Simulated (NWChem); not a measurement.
System: CH$_{4}$AlFS; SMILES [CH3][Al]([F])[SH]

Here is an NWChem input.

```
start job
memory heap 200 mb stack 900 mb global 1100 mb
geometry units angstroms
  Al    -0.052999     0.402604    -0.100781
  F     -1.566431     1.032336    -0.404402
  C      1.481572     1.583014    -0.022201
  H      1.594363     2.124366    -0.976099
  H      2.426411     1.058005     0.184622
  H      1.336143     2.344393     0.761924
  S     -0.024266    -1.759953     0.176008
  H      1.312411    -1.789736     0.377829
end
basis spherical
  * library 3-21g
end
dft
  xc hfexch
  iterations 150
end
driver
  maxiter 120
end
task dft optimize
task dft freq
```

The level has its own optimisation; frequencies are unscaled.

**Question.** Predict the main results of this run. (Hartree-Fock/3-21G.) Quantities: r Al–F (Å); r Al–C (Å); r Al–S (Å); r C–H (Å); highest harmonic frequency (cm⁻¹); lowest (cm⁻¹); zero-point energy (kcal/mol); dipole (D).

**Answer.** 
```
Quantity                           Result
---------------------------------  ------
r Al–F (Å)                          1.655
r Al–C (Å)                          1.960
r Al–S (Å)                          2.259
r C–H (Å)                           1.087
highest harmonic frequency (cm⁻¹)    3258
lowest (cm⁻¹)                          47
zero-point energy (kcal/mol)         32.0
dipole (D)                           3.88
```
